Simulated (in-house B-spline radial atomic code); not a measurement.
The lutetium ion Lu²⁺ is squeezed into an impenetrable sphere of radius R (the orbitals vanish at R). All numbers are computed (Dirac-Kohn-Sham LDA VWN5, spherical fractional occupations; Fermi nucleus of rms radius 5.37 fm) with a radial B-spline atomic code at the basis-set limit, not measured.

Energies in eV above the free ion in [Xe] 4f14 6s1:

| R (bohr) | highest level (eV) | [Xe] 4f14 6s1 | [Kr] 4d10 4f14 5s2 5p5 5d1 6s1 | [Xe] 4f14 5f1 |
| --- | --- | --- | --- | --- |
| 8.48 | -17.9 | 0.004234 | 32.81 | 14.11 |
| 6.32 | -17.6 | 0.1685 | 32.97 | 16.3 |
| 4.66 | -15.3 | 2.09 | 35.09 | 22.25 |
| 4.26 | -13.4 | 3.789 | 37.04 | 25.28 |
| 3.89 | -10.5 | 6.668 | 40.37 | 29.34 |
| 3.27 | -0.063 | 18.53 | 53.89 | 42.05 |
| 2.59 | 33.2 | 68.7 | 109 | 85.65 |
| 2.24 | 74.9 | 150.1 | 195.8 | 153.2 |
| 1.88 | 163 | 367.4 | 423.1 | 334.9 |
| 1.24 | 729 | 2521 | 2618 | 2211 |

Q: Does [Kr] 4d10 4f14 5s2 5p5 5d1 6s1 fall below [Xe] 4f14 6s1 under compression?

A: No, it stays above over the whole range.

Q: Does [Xe] 4f14 5f1 fall below [Xe] 4f14 6s1 under compression?

A: Yes, between R = 2.24 and 1.88 bohr the order changes (near 2.21 bohr by linear interpolation).

The highest level is first positive in the row R = 2.59 bohr, pushed up by confinement above the zero of the free ion's potential. Each configuration is held fixed and needn't be the lowest in the sphere.
